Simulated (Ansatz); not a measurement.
Calculation: Ansatz (a quantum-chemistry and plane-wave program) with frozen-core CCSD(T)/cc-pVTZ // PBE0-D3(BJ)/def2-TZVP.

Ansatz 0.2 input:
```yaml
crystal:
  periodic: [false, false, false]
  atoms:
    - { symbol: Cl, position_ang: [-0.152035, 2.140724, 0.005331] }
    - { symbol: Ga, position_ang: [-0.002018, 0.028413, 0.000067] }
    - { symbol: Br, position_ang: [-1.880598, -1.223489, -0.04805] }
    - { symbol: Br, position_ang: [2.034652, -0.945648, 0.042652] }
basis:
  gaussian: { orbitals: cc-pVTZ }
correlation:
  method: ccsd_t
```

Output:

```
Functional definition: HF
1059 factors; integrals over basis functions are off by at most 8.2e-4 eV
mean field evaluation 1: about -204843.8919 eV, gradient 2.0e1 eV
mean field evaluation 2: about -204843.9586 eV, gradient 2.0e1 eV
mean field evaluation 4: about -204845.1954 eV, gradient 1.6e0 eV
mean field evaluation 8: about -204845.2134 eV, gradient 1.3e-1 eV
mean field evaluation 16: about -204844.7662 eV, gradient 1.2e1 eV
mean field -204845.21350009 eV, -7527.9227470558 hartree, gradient 1.9e-6 eV, S^2 0.000000; 0 other end points of the search recorded, 0 dependent functions left out
32 core orbitals not correlated
reference -204845.21350009 eV, -7527.9227470558 hartree; 27, 27 occupied and 104, 104 virtual orbitals, 1059 factors
second order -21.05714508 eV of doubles, -0.00000000 eV of singles
cycle   1  -21.29910154 eV  change   -2.4e-1 eV  update   9.7e-2
cycle   2  -21.82088414 eV  change   -5.2e-1 eV  update   2.5e-2
cycle   3  -21.89313634 eV  change   -7.2e-2 eV  update   1.3e-2
cycle   4  -21.87826358 eV  change    1.5e-2 eV  update   3.0e-3
cycle   5  -21.87845086 eV  change   -1.9e-4 eV  update   1.1e-3
cycle   6  -21.87844384 eV  change    7.0e-6 eV  update   2.8e-4
cycle   7  -21.87828702 eV  change    1.6e-4 eV  update   9.3e-5
cycle   8  -21.87833049 eV  change   -4.3e-5 eV  update   2.7e-5
perturbative correction -0.96113510 eV, -0.0353210634 hartree
Total energy: -204868.05296568 eV, -7528.7620819350 hartree
```

Cost: very roughly 80 core-seconds.
